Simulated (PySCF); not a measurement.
Tetrafluoroborate, BF4 (anion, charge -1), SMILES F[B-](F)(F)F (B3LYP/def2-SVP optimised geometry):

```
5

F     -0.938    -0.994    -1.149
B     -0.469    -0.332     0.000
F     -0.938    -0.996     1.149
F      0.938    -0.332     0.000
F     -0.937     0.996     0.000
```

Level of theory: B3LYP/def2-TZVPD run with PySCF 2.14.0.

### Question
What are the frontier orbital energies?

### Answer
HOMO-2 -4.48 eV, HOMO-1 -4.48 eV, HOMO -4.48 eV, LUMO 3.98 eV, LUMO+1 5.36 eV.

Meta-Löwdin charges at B3LYP/def2-TZVPD: F1 -0.45, B2 0.79, F3 -0.45, F4 -0.45, F5 -0.45.
